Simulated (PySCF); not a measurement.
C6H11ClOSi.
Atom-mapped SMILES: `[CH2:1]=[CH:2][C@@H:3]1[CH2:4][Si@H:5]([Cl:6])[CH2:7][CH2:8][O:9]1`

Geometry (PBE0-D3(BJ)/def2-SVP, Å), atoms numbered from 1 in this order:
```xyz
20
C6H11ClOSi angstrom
C      3.2784    0.0218   -0.0645
C      2.1168    0.6342   -0.2851
C      0.7753    0.0651    0.0608
C      0.0186   -0.3950   -1.2019
Si    -1.7041   -0.9609   -0.7221
Cl    -2.9927   -0.9723   -2.3525
C     -2.2514    0.2883    0.5621
C     -1.0617    0.6294    1.4662
O      0.0663    1.0680    0.7566
H      4.2309    0.4663   -0.3643
H      3.3220   -0.9558    0.4271
H      2.0841    1.6167   -0.7713
H      0.9251   -0.8093    0.7300
H      0.5845   -1.1869   -1.7170
H     -0.0655    0.4559   -1.8990
H     -1.6836   -2.3480   -0.1706
H     -2.5875    1.1988    0.0385
H     -3.1011   -0.0798    1.1590
H     -1.3261    1.4481    2.1531
H     -0.7976   -0.2458    2.0968
```

NICS = −σ at a ghost point: NICS(0) at the centroid of the ring atoms, NICS(1) 1 Å to either side along the normal of their mean plane, zz for the tensor component along that normal. Level: GIAO PBE/pcSseg-1 (PySCF, non-relativistic, gas phase) on the PBE0-D3(BJ)/def2-SVP geometry, one conformer.

Ring bond lengths (Å): C3–C4 1.542, C4–Si5 1.876, Si5–C7 1.873, C7–C8 1.533, C8–O9 1.403, O9–C3 1.412.

Problem. What do the NICS probes read (ppm)?

Solution. 
```csv
ring,type,NICS(0),"NICS(1), two faces","NICS(1)zz, two faces",rms pucker (Å),"centre to ring atoms, mean (Å)"
C3–C4–Si5–C7–C8–O9,6-membered ring with O and Si; formal bonds all single,-2.2,-1.9 / -2.1,3.8 / 1.5,0.24,1.54
```

Problem. What can be read from them?

Solution. 
- C3–C4–Si5–C7–C8–O9: mean NICS(1)zz 2.6 ppm, near zero. C3, C4, Si5, C7, C8 have four or more neighbours; no verdict on aromaticity is drawn.

Problem. What is the mean of the two in-plane components of NICS at the first NICS(1) probe listed for ring C3–C4–Si5–C7–C8–O9, 1 Å off the ring?

Solution. The isotropic value is a third of the trace: (3 × -1.9 − (3.8))/2 = -4.8 ppm.

Problem. List the ring angles.

Solution. 
- C3–C4–Si5–C7–C8–O9: C3 111.7°, C4 109.3°, Si5 104.0°, C7 109.0°, C8 113.3°, O9 115.5°; sum 662.9° against 720° for a flat convex ring.

Problem. How do the values depend on the level or the medium?

Solution. 
```
             level  NICS(0), C3–C4–Si5–C7–C8–O9  mean NICS(1)zz, C3–C4–Si5–C7–C8–O9
 PBE/pcSseg-1, gas                         -2.2                                 2.6
PBE0/pcSseg-1, gas                         -2.5                                 2.6
```

The geometry is the same throughout.
